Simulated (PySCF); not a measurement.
PySCF input:

```python
from pyscf import gto, scf, dft

mol = gto.M(
    atom='''
    C     2.05694145   -0.34758005   -0.17979980
    Sn   -0.15069884   -0.22201354   -0.16026862
    O    -0.44845182    1.64775358   -0.76955506
    O    -0.77341735   -0.02343110    1.73596647
    H     2.39635422    0.06515808   -1.12655454
    H     2.37328770    0.27037692    0.65899497
    H     2.37559315   -1.37895804   -0.05849340
    H    -1.16734786    2.07951672   -0.29307302
    H    -1.00964072   -0.84451600    2.18006480
    ''',
    basis='def2-tzvpd',
    ecp='def2-tzvp',
    charge=0,
    spin=1,
    verbose=4,
)

mf = dft.UKS(mol, xc='tpssh').density_fit(auxbasis='def2-universal-jkfit')
mf.grids.level = 3
mf.conv_tol = 1e-9
mf.max_cycle = 100
mf.max_memory = 1500
mf.kernel()
if not mf.converged:
    mf = mf.newton()
    mf.kernel(mf.make_rdm1())
for _ in range(2):
    mo, _, stable, _ = mf.stability(return_status=True)
    if stable:
        break
    mf.kernel(mf.make_rdm1(mo, mf.mo_occ))
mf.analyze()
```

Predict the final energy.

-405.89468 Eh (TPSSh/def2-TZVPD).

It need not be the lowest isomer of its formula.
